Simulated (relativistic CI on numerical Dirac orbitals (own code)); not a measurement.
# One change at a time: Pr XXXII

Base calculation: Dirac-Coulomb-Breit CI, KLI orbitals optimised for each configuration, a model potential for QED, unscaled Slater integrals.

Configurations in the expansion (outside the closed core [Ne]): 3s²3p⁶3d¹⁰, 3s²3p⁶3d⁹4s, 3s²3p⁶3d⁹4p, 3s²3p⁶3d⁹4d, 3s²3p⁶3d⁹4f, 3s²3p⁵3d¹⁰4s, 3s²3p⁵3d¹⁰4p, 3s²3p⁶3d⁸4s², 3s²3p⁶3d⁸4s4p, 3s²3p⁶3d⁹5s, 3s²3p⁵3d¹⁰4d, 3s²3p⁶3d⁸4p², 3s3p⁶3d¹⁰4s, 3s²3p⁶3d⁹5p, 3s²3p⁶3d⁸4s4d, 3s²3p⁶3d⁹5d, 3s3p⁶3d¹⁰4p, 3s²3p⁶3d⁸4p4d, 3s²3p⁵3d¹⁰4f, 3s²3p⁵3d⁹4s², 3s²3p⁶3d⁹5f, 3s²3p⁶3d⁹5g, 3s²3p⁵3d⁹4s4p, 3s²3p⁶3d⁸4d², 3s3p⁶3d¹⁰4d, 3s²3p⁶3d⁹6s, 3s²3p⁵3d⁹4p², 3s²3p⁶3d⁹6p, 3s²3p⁵3d⁹4s4d, 3s3p⁶3d⁹4s², 3s²3p⁶3d⁹6d, 3s²3p⁵3d¹⁰5s, 3s3p⁶3d¹⁰4f, 3s²3p⁵3d⁹4p4d, 3s²3p⁵3d¹⁰5p, 3s3p⁶3d⁹4s4p. Levels of other configurations are missing.

Variants: (1) QED terms removed; (2) one mean potential for all configurations. Shifts of the energy above 3s²3p⁶3d¹⁰ ¹S0, in eV, for the lowest level and the first level of each name with at least 55 % of one term (blank where a level changes its place among those of its configuration and J or its character, or is not in the variant):

| Level | Base | Δ(1) | Δ(2) |
| --- | --- | --- | --- |
| 3s²3p⁶3d¹⁰ ¹S0 | 0.000 | 0.000 | 0.000 |
| 3s²3p⁶3d⁹4s ³D3 | 797.274 | -0.590 | -0.190 |
| 3s²3p⁶3d⁹4s ³D1 | 818.679 | -0.650 | -0.167 |
| 3s²3p⁶3d⁹4p ³P°2 | 860.261 | -0.058 | -0.193 |
| 3s²3p⁶3d⁹4p ³F°2 | 881.869 | -0.118 | -0.170 |
| 3s²3p⁶3d⁹4p ³F°4 | 890.887 | -0.106 | -0.183 |
| 3s²3p⁶3d⁹4p ¹D°2 | 892.530 | -0.106 | -0.183 |
| 3s²3p⁶3d⁹4p ¹P°1 | 893.178 | -0.109 | -0.203 |
| 3s²3p⁶3d⁹4p ³D°3 | 894.541 | -0.106 | -0.184 |
| 3s²3p⁶3d⁹4p ³P°0 | 909.755 | -0.167 | -0.161 |
| 3s²3p⁶3d⁹4p ³D°2 | 915.354 | -0.167 | -0.161 |
| 3s²3p⁶3d⁹4d ³S1 | 988.222 | -0.031 | -0.195 |
| 3s²3p⁶3d⁹4d ¹P1 | 996.874 | -0.045 | -0.191 |
| 3s²3p⁶3d⁹4d ³G5 | 997.738 | -0.047 | -0.188 |

At this charge energies of transitions that change n are usually good to better than 1 %, and those within a shell (Δn = 0) to a few per cent.

Ionisation energy from the two ground configurations alone: base 2019.49 eV. The NIST ASD value (theoretical) is 2019 eV.

LS names give the leading component of a level, which can be under half, so a name can repeat, a term be missing and a line seem to break the LS rules.
